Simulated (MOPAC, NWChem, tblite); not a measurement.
# How methods differ on CH5GaS (SMILES S[CH2][GaH2])

CH5GaS: 8 atoms, total charge 0, spin state singlet. As SMILES, `S[CH2][GaH2]`. The shape comes from GFN2-xTB, which is rough for such elements, and wasn't checked as a minimum. This is one conformer, not always the lowest.

| atom | x (Å) | y (Å) | z (Å) |
| --- | --- | --- | --- |
| S | -1.3479 | 0.5171 | 0.5235 |
| C | 0.4428 | 0.9176 | 0.0898 |
| Ga | 0.4810 | -1.0797 | -0.0560 |
| H | -1.7541 | 0.3109 | -0.7347 |
| H | 0.8553 | 1.3296 | 1.0151 |
| H | 0.4312 | 1.7021 | -0.6669 |
| H | -0.0349 | -1.7874 | -1.3384 |
| H | 0.9267 | -1.9102 | 1.1676 |

Each level gives the dipole moment (D). The values are calculated.

```
                             level            kind  program  value (D)   CPU time
                         IPEA1-xTB  semi-empirical   tblite       2.16  under 2 s
                              MNDO  semi-empirical    MOPAC       1.36  under 2 s
                               PM6  semi-empirical    MOPAC       1.41  under 2 s
                               PM7  semi-empirical    MOPAC       1.19  under 2 s
                         HF/STO-3G    Hartree–Fock   NWChem       1.74      5.7 s
                          HF/3-21G    Hartree–Fock   NWChem       1.70      4.5 s
                       B3LYP/3-21G   global hybrid   NWChem       1.64       12 s
B3LYP/6-31G* (spherical functions)   global hybrid   NWChem       1.67       29 s
B3LYP/6-31G* (Cartesian functions)   global hybrid   NWChem       1.66       30 s
```

All-electron rows without a relativistic Hamiltonian named are non-relativistic. The values span 1.19 to 2.16 D. Magnitudes only. Sets without polarisation functions give poor dipoles. Times are those of the runs behind each value, whatever else they computed, on shared processors of several kinds: orders of magnitude only.
